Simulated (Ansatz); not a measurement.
Born–Oppenheimer molecular dynamics of CH₄AlClO (8 atoms, charge 0, multiplicity 1). It starts at the highest image of a converged band. Of that band: Neighbouring images differ by up to 1.7 eV, so the band resolves the path poorly. A vibrational analysis at the climbing image gives one clearly imaginary mode, 211i cm⁻¹: a first-order saddle point.

These are results of Ansatz 0.2.0, RKS B3LYP-D4/6-31G, not measurements.

| Quantity | Value |
| --- | --- |
| ensemble | NVE (velocity Verlet) |
| time step | 0.5 fs |
| steps asked | 200 |
| starting velocities drawn for | 100 K |
| seed | 4743 |

First frame:

```xyz
8
Properties=species:S:1:pos:R:3
O 0.082 1.441 -0.117
C 0.221 0.212 0.907
Al -0.055 -1.435 0.117
Cl -0.489 -0.933 -2.069
H -0.817 1.511 -0.493
H 0.453 0.685 1.851
H 0.752 1.408 -0.829
H -0.055 -2.947 0.577
```

How far do the bonds stretch over the last three quarters of this one trajectory? (Pairs bonded in most of those frames.)


| bond | mean (Å) | spread (Å) | shortest | longest |
| --- | --- | --- | --- | --- |
| O1–C2 | 1.611 | 0.017 | 1.58 | 1.64 |
| O1–H5 | 0.980 | 0.004 | 0.97 | 0.99 |
| O1–H7 | 0.979 | 0.005 | 0.97 | 0.99 |
| C2–Al3 | 1.849 | 0.014 | 1.83 | 1.87 |
| C2–H6 | 1.082 | 0.015 | 1.06 | 1.10 |
| Al3–Cl4 | 2.295 | 0.014 | 2.27 | 2.31 |
| Al3–H8 | 1.582 | 0.011 | 1.57 | 1.60 |

Mean temperature of the second half: 52 K. The conserved energy stayed within 0.037 meV per atom of its start (net change 0.024 meV per atom), so the integration is sound. The temperature averaged 0.52 of the 100 K drawn at the start: a run that starts near a minimum puts about half its kinetic energy into the potential. A run of 0.1 ps of so small a system gives no equilibrium averages. The orbitals stay closed-shell, which can raise the energy where a bond breaks towards radicals; this wasn't checked here. Limits of this set-up: no polarisation functions.

Run time: 7.6 min on 1 thread of Arm Neoverse V1 (shared host), peak memory 0.12 GiB.
